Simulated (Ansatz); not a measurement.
`O[C]1=[CH][GaH]1`. Total charge 0; spin multiplicity 1.

```xyz
7

O     0.3930    0.9174    1.5226
C     0.0856    0.2591    0.3959
C     0.6397   -0.8822   -0.0930
Ga   -0.7083   -0.2759   -1.2530
H    -0.1756    1.6891    1.5918
H     1.4327   -1.5252    0.2797
H    -1.6672   -0.1824   -2.4439
```

What are the harmonic wavenumbers in cm⁻¹ at PBE0-D4/def2-TZVP (Ansatz, finite differences of forces, unscaled)? (An estimate is asked.)

The calculation gave: 275, 335, 444, 456, 533, 577, 665, 846, 1031, 1149, 1286, 1574, 2085, 3166, 3859.

Is this a minimum?

Yes, all 15 modes are real.

Give the ideal-gas thermochemistry at 298.15 K and 1 bar (rigid rotor, harmonic oscillator; point group Cs, symmetry number 1).

Zero-point energy 109.3 kJ/mol; H(298) − E = 124.5 kJ/mol; entropy 299.1 J/(mol·K), of which translation 167.8, rotation 105.5, vibration 25.8; G(298) − E = 35.3 kJ/mol.

Rotational constants (cm⁻¹)?

0.6119, 0.1008, 0.08652.
